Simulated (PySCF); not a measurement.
Two-component Hartree-Fock for Lu⁺ (lutetium, charge +1)

Start: [Xe] 4f14 6s2. Calculated with PySCF 2.14 in x2c-TZVPPall-2c (11s11p10d2f2g, 126 functions): generalised Hartree-Fock with the X2C-1e Hamiltonian and a Gaussian nucleus; one run each with spin-orbit coupling (SO) switched off, then screened by Boettger's factors.

```
spinor shell  electrons  ε, spin-free (eV)  ε, screened SO (eV)  weight of nominal j (screened SO)  rms radius, screened SO (bohr)
       1s1/2          2           -63658.5             -63641.8                              1.000                          0.0219
       2s1/2          2           -10978.7             -10973.6                              1.000                          0.0884
       2p1/2          2            -9659.3             -10454.4                              1.000                          0.0754
       2p3/2          4            -9659.3              -9331.5                              1.000                          0.0825
       3s1/2          2            -2553.0              -2551.4                              1.000                           0.227
       3p1/2          2            -2149.9              -2321.9                              1.000                           0.218
       3p3/2          4            -2149.9              -2077.9                              1.000                           0.232
       3d3/2          4            -1661.9              -1692.8                              1.000                           0.206
       3d5/2          6            -1661.9              -1640.0                              1.000                           0.210
       4s1/2          2            -544.78              -544.34                              1.000                           0.509
       4p1/2          2            -410.03              -449.49                              1.000                           0.520
       4p3/2          4            -410.03              -393.50                              1.000                           0.552
       4d3/2          4            -230.91              -237.06                              1.000                           0.585
       4d5/2          6            -230.91              -226.52                              1.000                           0.597
       5s1/2          2            -82.650              -82.604                              1.000                            1.26
       5p1/2          2            -47.836              -53.106                              1.000                            1.41
       5p3/2          4            -47.836              -45.676                              1.000                            1.53
       4f5/2          6            -31.461              -32.223                              1.000                           0.790
       6s1/2          2            -12.776              -12.781                              1.000                            3.63
```

(1) Where does 4f7/2 lie, and what is the 4f spin-orbit splitting (screened SO)?

```
   quantity     spin-free   screened SO
E (hartree)  -14552.22946  -14566.66459
        M_J             0             0
       ⟨J²⟩         0.000         0.000
       ⟨L²⟩         0.000         0.108
       ⟨S²⟩         0.000         0.108
```

Breit and QED terms are absent; they matter most for the inner s and p1/2 levels.

Densities and radii are taken from the X2C orbitals without a picture-change correction, which distorts them close to the nucleus.

Without spin-orbit coupling the j labels of p, d and f shells carry no meaning; the spin-free column gives the mean over the occupied spinors of each nl shell.

## Answers

(1) At -30.655 eV, 1.569 eV above 4f5/2.
